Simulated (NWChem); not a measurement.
# Total energies of H6HfOSi

```xyz
9

Hf     0.3306     0.6361     0.2666
H      1.9699     0.1578     1.0148
H      0.5649     1.8029    -1.1684
H     -0.8016     1.3739     1.5509
O     -0.4986    -0.9590    -0.4018
Si    -1.2304    -2.3671    -0.9921
H     -0.3513    -3.5432    -0.6769
H     -1.4044    -2.2407    -2.4784
H     -2.5685    -2.5356    -0.3316
```
Charge 0, spin multiplicity 1.

Program: NWChem. The geometry was optimised at PBE/def2-SVP with def2 effective core potentials on Hf, with no frequency check, so it may be a saddle point.

Basis set: def2-SVP (94 functions).

```csv
method,total energy (Ha),relative cost
RHF,-414.66112,1
MP2,-415.17051,under 3
B2PLYP,-415.87841,4
PBE,-415.98586,3
B3LYP,-416.26745,under 3
TPSS,-416.27503,6
CCSD(T),-415.22719,60
```

Total energies of different functionals aren't comparable as a measure of quality: only differences taken within one method are. Costs are rough ratios of processor time within this set of runs, SCF included, with RHF as 1.

Effective core potentials replace the inner electrons of Hf; spin-orbit coupling is left out. The correlated methods keep 6 core orbitals frozen. B3LYP has NWChem's definition, with VWN1-RPA local correlation. The structure started from a generated list of species. Coupled-cluster values serve here as a point of comparison, not as the truth.
